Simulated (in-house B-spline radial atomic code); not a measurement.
**PBEsol excitations of Cd III (Cd2+)**

Method: PBEsol. Computed with a B-spline radial code for spherical atoms: linear response of the closed shell [Kr] 4d10 with the functional's adiabatic kernel; scalar-relativistic (spin-free one-electron X2C), finite nucleus, no spin-orbit coupling, no double excitations, S, P, D and F terms only; shells from n = 2 respond. Only terms of natural parity with L up to 3 were computed.

Command:
```bash
python run_td.py task.json out
```
Settings (radii: box in bohr, nucleus in fm):
```
Z                        48
electrons                46
configuration            [Kr] 4d10
hamiltonian              x2c
method                   pbesol
box_radius               29.48
rms_radius               4.6087
intervals                73
```

Time taken, with all properties: 4.3 s on 1 thread of Arm Neoverse N1, on a shared host.

The lowest states, in the order of their Tamm-Dancoff energies; the method's threshold (minus the highest occupied level) is 30.43 eV. Labels give the largest channel, * marks a mixed state, and oscillator strengths are full-response dipole values. Semilocal kernels can invert the small singlet-triplet splittings of Rydberg terms. Energies in eV:

```csv
state,full response,Tamm-Dancoff,oscillator strength
4d → 5s 3D,8.774,8.801,-
4d → 5s 1D,9.465,9.483,-
4d → 5p 3P,15.445,15.474,-
4d → 5p 3F,15.600,15.617,-
4d → 5p 1F,15.890,15.893,-
4d → 5p 1P,16.633,16.707,0.725
4d → 6s 3D,?,?,-
4d → 6s 1D,22.857,22.860,-
4d → 5d 3S,23.000,23.014,-
4d → 5d 3D,23.324,23.327,-
4d → 5d 1D,23.480,23.487,-
4d → 5d 1S,?,?,-
4d → 6p 3P,24.568,24.573,-
4d → 6p 3F,24.607,24.610,-
4d → 6p 1F,24.670,24.670,-
4d → 6p 1P,24.787,24.799,0.053
```

Problem. Where does 4d → 6s 3D lie?

Solution. At 22.751 eV in full response, 22.754 eV in Tamm-Dancoff.

Problem. Where does 4d → 5d 1S lie?

Solution. At 24.398 eV in full response, 24.522 eV in Tamm-Dancoff.

Problem. How large is the singlet-triplet splitting of 4d → 5s (D terms) in Tamm-Dancoff?

Solution. 0.682 eV, from the unrounded values.

Problem. What polarisabilities and dispersion coefficient does the method give?

Solution. Dipole 5.66 bohr³, quadrupole 22.8 bohr⁵, C6 28.98 hartree·bohr⁶ for two such species.
